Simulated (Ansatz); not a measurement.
Consider the formal hydrolysis of a Ge–S bond: `C[S][GeH2][SiH3]` + H₂O → `[OH][GeH2][SiH3]` + CH₃SH.

Calculated with Ansatz (gas phase, PBE0-D4/def2-TZVP geometries, no zero-point term in ΔE). CCSD(T)/CBS is the MP2 limit (def2-TZVPP, def2-QZVPP) plus CCSD(T) − MP2 in def2-TZVPP, frozen cores. This one scheme is used for every species. Functionals use def2-TZVPP. B3LYP here is the variant with VWN-RPA as its local correlation; programs differ in this. For Ge outer-core shells are correlated without core-valence functions, which leaves a few kJ/mol of doubt a bond. Scalar relativity is left out up to krypton. One conformer a species, not always the lowest.

```tsv
level	ΔE (kJ/mol)	difference from CCSD(T)/CBS
PBE-D4	36.8	0.5
r2SCAN-D4	31.0	-5.3
ωB97X-V	25.7	-10.6
ωB97M-V	29.5	-6.8
B2PLYP	23.8	-12.5
PBE	29.9	-6.4
B3LYP	19.5	-16.8
HF/def2-TZVPP	12.7	-23.6
SCS-MP2/def2-TZVPP	26.6	-9.7
CCSD/def2-TZVPP	26.9	-9.4
CCSD(T)/def2-TZVPP	29.9	-6.4
HF/def2-QZVPP	11.5	-24.8
SCS-MP2/def2-QZVPP	29.5	-6.8
HF/CBS(def2)	11.3	-25.0
MP2/CBS(def2)	41.7	5.4
CCSD/CBS(def2)	33.3	-3.0
CCSD(T)/CBS	36.3	0
```

Largest T1 diagnostic among the species: 0.012.

The D4 term adds +11.2 kJ/mol with B3LYP and +6.4 kJ/mol with PBE0; it sums over pairs of atoms, weighted by their polarisabilities, and B3LYP, whose exchange is more repulsive, gets the larger term. In def2-TZVPP, CCSD(T) changes the Hartree–Fock value by +17.2 kJ/mol (the triples alone add +2.9 kJ/mol) and MP2 by +22.7 kJ/mol.
